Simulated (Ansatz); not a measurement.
The cluster NaI₂. Charge 0, multiplicity 2. Geometry B3LYP-D4/def2-TZVP; atoms count from 1.

```tsv
atom	x (Å)	y (Å)	z (Å)
Na1	-0.712	1.331	0.416
I2	0.145	-0.269	-1.837
I3	0.567	-1.063	1.420
```

In the def2 sets I takes a core potential; there is no spin–orbit coupling. The structure comes from a short search, and lower isomers may exist.

Question: Estimate the Mulliken populations from the PBE0/def2-TZVP orbitals of Ansatz.

Answer: 
```tsv
atom	charge (e)	spin (α − β)
Na1	0.59	-0.02
I2	-0.30	0.51
I3	-0.30	0.51
```
Mulliken values and Mayer orders depend strongly on the basis.

Question: Where does the spin sit?

Answer: Summed by element: Na -0.02, I 1.02, of 1 unpaired in all. Largest on single atoms: I3 0.51, I2 0.51, Na1 -0.02.

Question: And the Mayer bond orders between bonded heavy atoms (over 0.3)?

Answer: Na1–I2 0.38 (2.89 Å); Na1–I3 0.38 (2.89 Å); I2–I3 0.48 (3.38 Å).
